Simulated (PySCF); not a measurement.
From one molecule to another.

First species: C4H6FP.
Cartesian coordinates in Å at the GFN2-xTB level; atoms count from 1:
```
atom  x, y, z in Å
F1    -1.549    1.707   -0.991
C2    -0.571    0.930   -0.491
C3     0.696    1.306   -0.404
P4     1.755    0.002    0.305
C5     0.340   -1.216    0.129
C6    -0.962   -0.422    0.016
H7     1.079    2.256   -0.732
H8     1.478    0.348    1.642
H9     0.338   -1.926    0.955
H10    0.520   -1.779   -0.791
H11   -1.446   -0.309    0.992
H12   -1.678   -0.898   -0.656
```

Second species: F2HNO4S2.
Geometry (GFN2-xTB, Å), atoms numbered from 1 in this order:
```
atom  x, y, z in Å
O1    -1.158    0.164   -1.505
S2    -1.346   -0.163   -0.159
O3    -2.370   -1.024    0.280
F4    -1.539    1.193    0.682
N5     0.085   -0.624    0.482
S6     1.318    0.310   -0.076
O7     2.461    0.089    0.717
O8     0.873    1.598   -0.397
F9     1.544   -0.494   -1.438
H10    0.141   -1.043    1.390
```

Levels: PBE0/def2-SVPD for HOMO energy, LUMO energy, HOMO–LUMO gap and static isotropic polarisability; TDDFT PBE0/def2-SVPD for lowest singlet excitation; TDA PBE0/def2-SVPD for lowest triplet excitation (Tamm–Dancoff). Geometries: GFN2-xTB. Each species is one conformer at its optimised geometry, gas phase, non-relativistic unless stated; the electronic structure was computed with PySCF and density fitting.

Dipoles, sizes and rotational constants follow the conformer. The torsions of the flexible species, by atom-mapped SMILES:
- `[O:1]=[S:2](=[O:3])([F:4])[NH:5][S:6](=[O:7])(=[O:8])[F:9]`: O1–S2–N5–S6 40°, S2–N5–S6–O7 167°

The conformers of `FC1=CPCC1` aren't listed.

(1) Which of the two has the higher S1 energy, and by how much?

(2) Which of the two has the higher HOMO energy, and by how much?

(3) Which of the two has the higher HOMO–LUMO gap, and by how much?

(4) Which has the higher static isotropic polarisability?

(5) Which has the higher LUMO energy?

(6) Which has the higher T1 energy?

## Answers

(1) The second: 8.09 eV against 5.62 eV, a difference of 2.47 eV.

(2) The first: -6.80 eV against -10.43 eV, a difference of 3.63 eV.

(3) The second: 9.53 eV against 6.68 eV, a difference of 2.85 eV.

(4) The first: 69.3 au against 58.3 au, a difference of 11.0 au.

(5) The first: -0.12 eV against -0.90 eV, a difference of 0.78 eV.

(6) The second: 7.68 eV against 4.08 eV, a difference of 3.60 eV.

On the first: The vertical singlet–triplet gap S1 − T1 is 1.54 eV (TDDFT singlet less Tamm–Dancoff triplet; S1: HOMO→LUMO, weight 0.91; T1: HOMO→LUMO, weight 0.76). S1 lies 1.06 eV below the HOMO–LUMO gap; its leading configuration is HOMO→LUMO, weight 0.91.

On the second: S1 lies 1.44 eV below the HOMO–LUMO gap; its leading configuration is HOMO→LUMO, weight 0.82. No computed singlet falls in the visible range (750 to 380 nm, 1.65 to 3.26 eV); S1 lies 4.83 eV above its blue end.
